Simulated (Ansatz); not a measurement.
Species: C$_{3}$H$_{7}$ClSi, SMILES `[SiH3]C/C=C\Cl` (Si–C–C–C torsion 96°) (charge 0, multiplicity 1), formula C₃H₇ClSi.

How many basis functions does frozen-core CCSD(T)/cc-pVTZ // CAM-B3LYP-D3(BJ)/def2-TZVP in Ansatz (a quantum-chemistry and plane-wave program) use, how many core orbitals are frozen, and how many electrons are correlated?

256 basis functions and 13 frozen orbitals, which leaves 30 correlated electrons. Core time is of the order of minutes.
